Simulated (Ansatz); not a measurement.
Species: Y, charge 0, doublet.

Total energies in def2-SVP, 3 correlated electrons, 4 frozen orbitals. Open shells are spin-unrestricted; no spin-orbit coupling. Cores are frozen in correlated methods (noble-gas shells, and filled d and f shells in the p block). Past Kr the def2 sets carry scalar-relativistic core potentials. The determinant of Y ([Y], doublet) is a saddle point of the SCF energy; a lower one exists, which strains HF and MP2.

```csv
method,program,energy (Eh),minus CCSDT (mEh)
HF,Ansatz,-37.80903,35.98
MP2,Ansatz,-37.83312,11.89
CCSD,Ansatz,-37.84342,1.59
CCSD(T),Ansatz,-37.84440,0.61
CCSDT,Ansatz,-37.84501,0.00
```

Ansatz is a program for electronic structure.
